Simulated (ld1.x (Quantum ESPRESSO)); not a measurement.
**u(r) = r·R(r): atom against pseudo-atom (molybdenum)**

Columns: radius, all-electron u(r) and pseudo u(r) of the 4d shell (level -3.77 eV) of molybdenum in the configuration [Ar] 3d10 4s2 4p6 4d5 5s1 5p0; PBEsol, scalar-relativistic, RRKJ scheme, ld1.x (Quantum ESPRESSO) 7.5.

| r (bohr) | all-electron | pseudo |
| --- | --- | --- |
| 0.088 | 0.0983 | -0.0012 |
| 0.175 | 0.2747 | -0.0093 |
| 0.262 | 0.3420 | -0.0302 |
| 0.350 | 0.2882 | -0.0683 |
| 0.438 | 0.1602 | -0.1248 |
| 0.525 | 0.0041 | -0.1974 |
| 0.612 | -0.1534 | -0.2825 |
| 0.700 | -0.2988 | -0.3751 |
| 0.788 | -0.4232 | -0.4669 |
| 0.875 | -0.5232 | -0.5499 |
| 0.962 | -0.6008 | -0.6196 |
| 1.050 | -0.6585 | -0.6734 |
| 1.138 | -0.6982 | -0.7095 |
| 1.225 | -0.7226 | -0.7300 |
| 1.312 | -0.7350 | -0.7385 |
| 1.400 | -0.7380 | -0.7388 |
| 1.487 | -0.7334 | -0.7334 |
| 1.575 | -0.7229 | -0.7229 |
| 1.662 | -0.7084 | -0.7084 |
| 1.750 | -0.6905 | -0.6905 |
| 1.838 | -0.6705 | -0.6705 |
| 1.925 | -0.6492 | -0.6492 |
| 2.012 | -0.6270 | -0.6270 |
| 2.100 | -0.6041 | -0.6041 |
| 2.188 | -0.5811 | -0.5811 |
| 2.275 | -0.5585 | -0.5585 |

Question: How many radial nodes do the two functions have?

Answer: The all-electron 4d function has n − l − 1 = 1; the pseudo-wave has 0, since the states of the same l below it are removed with the core.

Question: At about which radius was the pseudo-wave matched?

Answer: 1.50 bohr, where the columns begin to agree (steps of 0.09 bohr).

Question: Is the pseudo-wave norm-conserving?

Answer: Yes: the RRKJ scheme keeps the norm inside the radius equal to the all-electron one, which fixes the energy derivative of the logarithmic derivative at the level.
